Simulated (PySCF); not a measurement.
C5H10Si. Atoms are numbered in the order given.

```xyz
16

C      3.1819    -0.5186     0.4428
C      1.9769    -0.0609     0.8095
Si     0.7195     0.6527    -0.3867
C     -0.8690    -0.3326    -0.3771
C     -2.0640     0.1759    -0.0328
C     -3.3622    -0.5727     0.0042
H      3.5155    -0.4916    -0.6012
H      3.8928    -0.9402     1.1631
H      1.7046    -0.1204     1.8726
H      0.3780     2.0587    -0.0090
H      1.3511     0.6470    -1.7421
H     -0.8271    -1.3957    -0.6561
H     -2.1255     1.2362     0.2515
H     -3.8045    -0.5443     1.0156
H     -3.2364    -1.6256    -0.2902
H     -4.1034    -0.1087    -0.6702
```
Charge 0, spin multiplicity 1.

Geometry optimised at B3LYP-D3(BJ)/def2-SVP. The structure was generated by enumeration; whether it is a known compound was not checked. Other conformers were not sampled.

Method: PySCF with B3LYP/pcSseg-1.

GIAO shieldings, no solvent; atoms alike by connectivity are averaged. δ = σ(ref) − σ: ¹³C against TMS (σ = 181.3 ppm); ²⁹Si against TMS (σ = 338.7 ppm); ¹H against TMS (σ = 31.68 ppm), references at their B3LYP-D3(BJ)/def2-TZVP geometries, non-relativistic.

Computed chemical shifts:
| nucleus | atoms | count | δ (ppm) |
|---|---|---|---|
| ¹³C | C5 | 1 | 160.2 |
| ¹³C | C2 | 1 | 146.1 |
| ¹³C | C1 | 1 | 146.0 |
| ¹³C | C4 | 1 | 134.4 |
| ¹³C | C6 | 1 | 28.7 |
| ²⁹Si | Si3 | 1 | -35.4 |
| ¹H | H13 | 1 | 6.74 |
| ¹H | H9 | 1 | 6.49 |
| ¹H | H7, H8 | 2 | 6.46 |
| ¹H | H12 | 1 | 6.02 |
| ¹H | H10, H11 | 2 | 4.66 |
| ¹H | H14, H15, H16 | 3 | 2.23 |
